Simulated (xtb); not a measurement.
Cl5Mo (SMILES [Cl][Mo]([Cl])([Cl])([Cl])[Cl]), doublet, geometry from GFN2-xTB (such geometries of metal compounds can be far from the true shape), atoms displaced at random by about 0.1 Å a coordinate. Base run: GFN1-xTB in xtb 6.7.1.

Here is a job for xtb.
```
$ xtb mol.xyz --gfn 1 --uhf 1 --opt --json

# file mol.xyz
6

Mo     0.05477430    -0.15228895     0.01502787
Cl     1.83111218    -0.24749832    -1.09483312
Cl     0.88911227    -0.93513012     1.96391944
Cl    -1.13857193     0.84825454    -2.03469511
Cl    -1.51894059    -1.43600900     0.15786996
Cl    -0.33698635     1.92801279     1.08688804
```

The base run was repeated with changes; each row names its change, and settings that it needs were set with it.

```json
[
 {"change": "base", "ΔE vs base (mEh)": "0.000", "optimiser steps": "11"},
 {"change": "alpb = water", "ΔE vs base (mEh)": "-8.360", "optimiser steps": "11"},
 {"change": "opt level = vtight", "ΔE vs base (mEh)": "-0.007", "optimiser steps": "17"},
 {"change": "opt level = crude", "ΔE vs base (mEh)": "0.053", "optimiser steps": "6"},
 {"change": "engine = inertial", "ΔE vs base (mEh)": "0.011", "optimiser steps": "-"},
 {"change": "opt level = loose", "ΔE vs base (mEh)": "0.035", "optimiser steps": "7"},
 {"change": "alpb = methanol", "ΔE vs base (mEh)": "-14.247", "optimiser steps": "14"},
 {"change": "opt level = tight", "ΔE vs base (mEh)": "-0.007", "optimiser steps": "14"},
 {"change": "opt level = extreme", "ΔE vs base (mEh)": "-0.007", "optimiser steps": "18"},
 {"change": "opt level = sloppy", "ΔE vs base (mEh)": "0.035", "optimiser steps": "7"}
]
```
